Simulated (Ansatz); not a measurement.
Isolated molecules relaxed with PBE0-D4/def2-TZVP in Ansatz; ΔE leaves out vibrations. CCSD(T)/CBS is the MP2 limit (def2-TZVPP, def2-QZVPP) plus CCSD(T) − MP2 in def2-TZVPP, frozen cores. This one scheme is used for every species. Functionals use def2-TZVPP. Elements past krypton have def2 core potentials. For Mo outer-core shells are correlated without core-valence functions, which leaves a few kJ/mol of doubt a bond. Each species was taken in one conformer, which may not be the lowest.

Consider the redistribution: `[CH3][Mo]([NH2])(=[S])=[S]` + `O[SiH](Cl)Cl` → `[CH3][Mo](=[S])(=[S])[Cl]` + `N[SiH](O)Cl`.

CCSD(T)/CBS gives -4.7 kcal/mol.

Another level gave -3.7 kcal/mol. Which?
A. CAM-B3LYP/def2-TZVPP
B. LC-ωPBE/def2-TZVPP
C. SCS-MP2/def2-TZVPP
D. B2PLYP/def2-TZVPP

A. CAM-B3LYP -3.7, SCS-MP2/def2-TZVPP -7.8, LC-ωPBE -2.4, B2PLYP -6.1 kcal/mol.

Largest T1 diagnostic among the species: 0.025, so the coupled-cluster value is less sure than usual.

Leaving LDA and LC-ωPBE aside and taking each functional with its dispersion term where it has one, the values, not all of them listed here, spread over 3.5 kcal/mol, from B2PLYP to ωB97X-V. From BLYP to BHLYP (50 % exact exchange), in def2-TZVPP and without D4, ΔE moves by −0.8 kcal/mol.
